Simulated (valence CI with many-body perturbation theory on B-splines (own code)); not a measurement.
**E1 line list for Yb⁵⁵⁺**

Calculated by configuration interaction combined with many-body perturbation theory (CI+MBPT): five valence electrons over a frozen Dirac-Fock core [Ne], a basis of 11 s, 11 p, 10 d, 8 f, 5 g, 2 h functions for each j, with the one-electron correlation potential Σ1, the two-electron term Σ2, the three-electron term Σ3, Breit, model QED; selected CI, second order for the rest, scaled by the run's own slope (own B-spline code, finite nucleus).

No measured spectrum was set against this ion. As an estimate, large intervals hold to a few tenths of a per cent, small ones and those within an open d or f shell to about a per cent. Among the levels kept, up to 3000 cm⁻¹ of a level comes from second order outside the variational space, and about a tenth of that is noise between levels of different J, which matters for small intervals.

Lines 201 to 250 of 558 in falling wavelength, among levels below 9138.8 × 10³ cm⁻¹, chosen from the strongest by gf and those to the six lowest levels. Wavelengths and rates use the calculated energies. Electric multipoles are in the length gauge, E1 and E2 with the static RPA response of the core. Weak lines are less certain than strong ones. Lines between different terms over intervals too small for the method are left out, as are lines whose strength nearly cancels. The highest levels of a list are the least certain.

Levels are named by their leading jj configuration (3d3/2^4 stands for four electrons in 3d with j = 3/2), which in mixed levels can hold well under half, so a name can repeat and another be missing. Letters in brackets count levels of one name in rising energy.

```
λ vac (Å)                               Upper                               Lower   A (s⁻¹)  log gf  Branch %
    40.80      (3s^2 3p3/2 3d3/2^2) J=3/2 [b]            (3s 3p1/2 3p3/2^3) J=1/2  5.97e+10   -1.22       1.3
    40.75          (3s^2 3p1/2 3d5/2^2) J=3/2  (3s^2 3p1/2 3p3/2 3d5/2) J=5/2 [a]  8.13e+10   -1.09      14.4
    40.75          (3s 3p1/2^2 3d5/2^2) J=5/2  (3s 3p1/2^2 3p3/2 3d5/2) J=5/2 [a]  2.40e+11   -0.45      54.5
    40.71          (3s^2 3p3/2^2 3d5/2) J=3/2                (3s^2 3p3/2^3) J=3/2  5.18e+11   -0.29      90.8
    40.70          (3s^2 3p1/2 3d5/2^2) J=5/2  (3s^2 3p1/2 3p3/2 3d5/2) J=5/2 [a]  2.66e+11   -0.40      58.8
    40.68  (3s 3p1/2 3p3/2^2 3d5/2) J=3/2 [e]        (3s 3p1/2 3p3/2^3) J=3/2 [b]  2.07e+11   -0.69       9.7
    40.61  (3s^2 3p3/2 3d3/2 3d5/2) J=5/2 [c]      (3s^2 3p3/2^2 3d3/2) J=3/2 [a]  2.71e+11   -0.40       8.3
    40.61  (3s 3p1/2 3p3/2^2 3d5/2) J=7/2 [e]            (3s 3p1/2 3p3/2^3) J=5/2  3.78e+11   -0.13      23.3
    40.50  (3s 3p1/2 3p3/2^2 3d5/2) J=3/2 [b]        (3s 3p1/2 3p3/2^3) J=3/2 [a]  3.18e+11   -0.50      28.3
    40.48          (3s 3p1/2^2 3d5/2^2) J=3/2  (3s 3p1/2^2 3p3/2 3d5/2) J=3/2 [a]  1.38e+11   -0.87      30.5
    40.47  (3s^2 3p1/2 3p3/2 3d5/2) J=3/2 [b]          (3s^2 3p1/2 3p3/2^2) J=5/2  5.65e+10   -1.26      19.4
    40.44          (3s^2 3p3/2 3d5/2^2) J=1/2          (3s^2 3p3/2^2 3d5/2) J=1/2  6.14e+11   -0.52      81.9
    40.38  (3s 3p1/2 3p3/2^2 3d5/2) J=3/2 [e]            (3s 3p1/2 3p3/2^3) J=1/2  4.94e+11   -0.32      23.2
    40.29  (3s 3p1/2 3p3/2^2 3d5/2) J=5/2 [e]            (3s 3p1/2 3p3/2^3) J=5/2  3.02e+11   -0.36      23.2
    40.28          (3s^2 3p1/2 3d5/2^2) J=3/2  (3s^2 3p1/2 3p3/2 3d5/2) J=3/2 [a]  3.24e+11   -0.50      57.4
    40.25          (3s 3p1/2^2 3d5/2^2) J=9/2      (3s 3p1/2^2 3p3/2 3d5/2) J=9/2  9.44e+10   -0.64      25.8
    40.19  (3s^2 3p3/2 3d3/2 3d5/2) J=5/2 [c]          (3s^2 3p3/2^2 3d3/2) J=5/2  1.90e+11   -0.56       5.8
    40.13  (3s^2 3p1/2 3p3/2 3d5/2) J=5/2 [b]          (3s^2 3p1/2 3p3/2^2) J=3/2  5.02e+11   -0.14      83.5
    40.11  (3s 3p1/2 3p3/2^2 3d5/2) J=5/2 [c]        (3s 3p1/2 3p3/2^3) J=3/2 [a]  3.20e+11   -0.33      26.2
    40.08          (3s^2 3p1/2 3d5/2^2) J=7/2  (3s^2 3p1/2 3p3/2 3d5/2) J=7/2 [a]  1.15e+11   -0.66      22.4
    40.06  (3s 3p1/2^2 3d3/2 3d5/2) J=7/2 [b]      (3s 3p1/2^2 3p3/2 3d3/2) J=7/2  3.35e+10   -1.19      12.4
    40.05          (3s 3p1/2^2 3d5/2^2) J=7/2  (3s 3p1/2^2 3p3/2 3d5/2) J=5/2 [a]  2.74e+10   -1.28       7.0
    40.04  (3s^2 3p3/2 3d3/2 3d5/2) J=3/2 [b]      (3s^2 3p3/2^2 3d3/2) J=3/2 [a]  5.08e+10   -1.31       1.9
    40.03      (3s^2 3p3/2^2 3d5/2) J=5/2 [b]                (3s^2 3p3/2^3) J=3/2  6.98e+11    0.00      98.9
    39.93  (3s^2 3p3/2 3d3/2 3d5/2) J=9/2 [b]          (3s^2 3p3/2^2 3d3/2) J=7/2  6.53e+11    0.19      29.1
    39.87          (3s^2 3p3/2 3d5/2^2) J=5/2      (3s^2 3p3/2^2 3d3/2) J=3/2 [b]  3.93e+10   -1.25       9.3
    39.81  (3s^2 3p3/2 3d3/2 3d5/2) J=3/2 [c]          (3s^2 3p3/2^2 3d3/2) J=1/2  4.26e+11   -0.39      12.5
    39.77  (3s 3p1/2^2 3p3/2 3d5/2) J=7/2 [b]          (3s 3p1/2^2 3p3/2^2) J=5/2  1.32e+11   -0.60      16.3
    39.66  (3s 3p1/2^2 3d3/2 3d5/2) J=5/2 [b]  (3s 3p1/2^2 3p3/2 3d3/2) J=5/2 [a]  7.25e+10   -0.99      27.2
    39.63  (3s^2 3p3/2 3d3/2 3d5/2) J=3/2 [c]      (3s^2 3p3/2^2 3d3/2) J=3/2 [a]  1.73e+11   -0.79       5.1
    39.26  (3s^2 3p3/2 3d3/2 3d5/2) J=5/2 [d]      (3s^2 3p3/2^2 3d3/2) J=3/2 [a]  8.46e+10   -0.93       4.3
    39.06  (3s 3p1/2 3p3/2^2 3d5/2) J=3/2 [d]            (3s 3p1/2 3p3/2^3) J=5/2  1.04e+11   -1.02       4.1
    38.95          (3s^2 3p3/2 3d3/2^2) J=5/2        (3s 3p1/2 3p3/2^3) J=3/2 [a]  3.76e+10   -1.29       1.0
    38.82  (3s^2 3p3/2 3d3/2 3d5/2) J=5/2 [d]          (3s^2 3p3/2^2 3d3/2) J=7/2  6.58e+10   -1.05       3.3
    38.61      (3s^2 3p1/2 3p3/2 3d5/2) J=1/2          (3s^2 3p1/2 3p3/2^2) J=3/2  6.27e+10   -1.55      15.1
    38.25  (3s 3p1/2 3p3/2^2 3d5/2) J=5/2 [e]        (3s 3p1/2 3p3/2^3) J=3/2 [a]  7.61e+10   -1.00       5.9
    36.42  (3s 3p1/2^2 3p3/2 3d3/2) J=5/2 [a]          (3s^2 3p1/2^2 3d5/2) J=5/2  2.52e+08   -3.52       0.7
    35.43      (3s 3p1/2^2 3p3/2 3d3/2) J=7/2          (3s^2 3p1/2^2 3d5/2) J=5/2  1.01e+10   -1.82      29.5
    35.02  (3s 3p1/2 3p3/2^2 3d3/2) J=7/2 [b]  (3s^2 3p1/2 3p3/2 3d5/2) J=5/2 [b]  3.44e+10   -1.30       2.2
    34.93       (3p1/2^2 3p3/2^2 3d3/2) J=7/2  (3s 3p1/2^2 3p3/2 3d5/2) J=5/2 [b]  3.36e+10   -1.31       2.2
    33.77  (3s 3p1/2^2 3p3/2 3d3/2) J=3/2 [b]          (3s^2 3p1/2^2 3d5/2) J=5/2  4.36e+09   -2.53       1.0
    32.75  (3s 3p1/2^2 3p3/2 3d3/2) J=5/2 [b]          (3s^2 3p1/2^2 3d5/2) J=5/2  5.19e+09   -2.30       0.6
    32.68  (3s 3p1/2 3p3/2^2 3d5/2) J=7/2 [a]  (3s^2 3p1/2 3p3/2 3d5/2) J=5/2 [b]  1.18e+11   -0.82      17.5
    31.27  (3s 3p1/2 3p3/2^2 3d5/2) J=9/2 [b]  (3s^2 3p1/2 3p3/2 3d5/2) J=7/2 [b]  1.58e+11   -0.64      42.5
    31.04  (3s 3p1/2 3p3/2^2 3d5/2) J=7/2 [a]  (3s^2 3p1/2 3p3/2 3d5/2) J=5/2 [a]  4.47e+10   -1.29       6.6
    30.77  (3s 3p1/2 3p3/2^2 3d3/2) J=5/2 [b]  (3s^2 3p1/2 3p3/2 3d3/2) J=3/2 [b]  1.53e+11   -0.89       8.0
    30.61        (3s 3p1/2 3p3/2^3) J=3/2 [a]          (3s^2 3p1/2 3p3/2^2) J=1/2  2.01e+10   -1.95       2.6
    30.46  (3s 3p1/2 3p3/2^2 3d5/2) J=1/2 [b]  (3s^2 3p1/2 3p3/2 3d5/2) J=3/2 [b]  2.78e+11   -1.11      23.6
    30.42  (3s 3p1/2 3p3/2^2 3d5/2) J=9/2 [a]  (3s^2 3p1/2 3p3/2 3d5/2) J=7/2 [a]  2.84e+11   -0.41      94.7
    30.29          (3s^2 3p1/2 3d3/2^2) J=5/2          (3s^2 3p1/2^2 3d5/2) J=5/2  3.45e+08   -3.55       0.0
```
